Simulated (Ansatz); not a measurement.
H4BOSi, SMILES `O[B-][SiH3]` (lower singlet; H–O–B–Si torsion 180°) (charge -1, multiplicity 1). This singlet lies 0.63 eV below the relaxed triplet at the level frozen-core CCSD(T)/aug-cc-pVTZ // B3LYP-D3(BJ)/def2-TZVPD (Ansatz, a quantum-chemistry and plane-wave program).

Cartesian coordinates (Å):
SMILES: [SiH3][B-]O
```xyz
7

O      1.9753     0.0290    -0.3323
B      0.9687    -0.6328     0.3676
Si    -0.9541     0.1477     0.0280
H      2.8043    -0.3984    -0.1115
H     -1.8353    -0.9741    -0.4511
H     -1.5526     0.5107     1.3601
H     -1.4063     1.3178    -0.8608
```
Charge -1, spin multiplicity 1.

Frozen-core energies in aug-cc-pVDZ from Ansatz at a geometry from B3LYP-D3(BJ)/def2-TZVPD; the HF reference has <S^2> = 0.00 (restricted, and unstable towards unrestricted orbitals) and the T1 diagnostic is 0.020.

```json
[
 {"level": "HF", "energy (Ha)": "-390.76502"},
 {"level": "MP2", "energy (Ha)": "-391.17706"},
 {"level": "CCSD", "energy (Ha)": "-391.21787"},
 {"level": "CCSD(T)", "energy (Ha)": "-391.23412"}
]
```

Task: Estimate the energies of CCSDT and CCSDT(Q), and give each level's difference from CCSDT(Q).

Result: 
```json
[
 {"level": "MP2", "energy (Ha)": "-391.17706", "difference from CCSDT(Q) (mHa)": "59.81"},
 {"level": "CCSD", "energy (Ha)": "-391.21787", "difference from CCSDT(Q) (mHa)": "19.00"},
 {"level": "CCSD(T)", "energy (Ha)": "-391.23412", "difference from CCSDT(Q) (mHa)": "2.75"},
 {"level": "CCSDT", "energy (Ha)": "-391.23560", "difference from CCSDT(Q) (mHa)": "1.27"},
 {"level": "CCSDT(Q)", "energy (Ha)": "-391.23687", "difference from CCSDT(Q) (mHa)": "0.00"}
]
```
